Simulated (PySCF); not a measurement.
## Electron correlation in Ir (iridium, neutral)

[Xe] 4f14 5d7 6s1 7s1, high-spin 6F determinant (an excited configuration). Computed with PySCF 2.14 in aug-cc-pVDZ-PP with ECP60MDF (5s5p4d2f, 54 functions), with scalar relativity through the core potential. Frozen: 5s2 5p6; 9 electrons correlated.

| level | correlation energy (mhartree) |
| --- | --- |
| CCSD | -158.18 |
| (T) | -3.35 |
| CCSD(T) | -161.53 |

Diagnostics: T1 = 0.0076, D1 = 0.0187, largest double amplitude 0.033.

Spin-orbit coupling, absent here, splits the open shell strongly. The outer electron is Rydberg-like, and this basis confines it to a smaller radius and binds it less than a complete one would.

Cost of the coupled-cluster step: about 5 core-seconds, for 9 correlated electrons.

Iterations:

```
CC2 = 0
CCSD nocc = (np.int64(7), np.int64(2)), nmo = (50, 50)
frozen orbitals [[0, 1, 2, 3], [0, 1, 2, 3]]
max_cycle = 100
direct = 0
conv_tol = 1e-08
conv_tol_normt = 1e-06
diis_space = 8
diis_start_cycle = 0
Init t2, MP2 energy = -0.152803315520387
Init E_corr(UCCSD) = -0.152803315523344
cycle = 1  E_corr(UCCSD) = -0.155983047767934  dE = -0.00317973224  norm(t1,t2) = 0.0348196
cycle = 2  E_corr(UCCSD) = -0.157480975976501  dE = -0.00149792821  norm(t1,t2) = 0.0119187
cycle = 3  E_corr(UCCSD) = -0.158158159997499  dE = -0.000677184021  norm(t1,t2) = 0.00539749
cycle = 4  E_corr(UCCSD) = -0.158179378730332  dE = -2.12187328e-05  norm(t1,t2) = 0.00151924
cycle = 5  E_corr(UCCSD) = -0.158167800047225  dE = 1.15786831e-05  norm(t1,t2) = 0.000819982
cycle = 6  E_corr(UCCSD) = -0.158177318714458  dE = -9.51866723e-06  norm(t1,t2) = 0.000358165
cycle = 7  E_corr(UCCSD) = -0.158176757713349  dE = 5.61001109e-07  norm(t1,t2) = 0.000132935
cycle = 8  E_corr(UCCSD) = -0.158175951112876  dE = 8.06600472e-07  norm(t1,t2) = 5.36521e-05
cycle = 9  E_corr(UCCSD) = -0.158176022226393  dE = -7.11135171e-08  norm(t1,t2) = 2.25001e-05
cycle = 10  E_corr(UCCSD) = -0.158176088496453  dE = -6.62700597e-08  norm(t1,t2) = 8.96414e-06
cycle = 11  E_corr(UCCSD) = -0.158176077118262  dE = 1.13781908e-08  norm(t1,t2) = 4.04439e-06
cycle = 12  E_corr(UCCSD) = -0.158176094997499  dE = -1.7879237e-08  norm(t1,t2) = 1.41761e-06
cycle = 13  E_corr(UCCSD) = -0.158176098690264  dE = -3.69276509e-09  norm(t1,t2) = 5.26683e-07
UCCSD converged
E(UCCSD) = -103.6082625909607  E_corr = -0.1581760986902644
UCCSD(T) correction = -0.00335071835899497
```
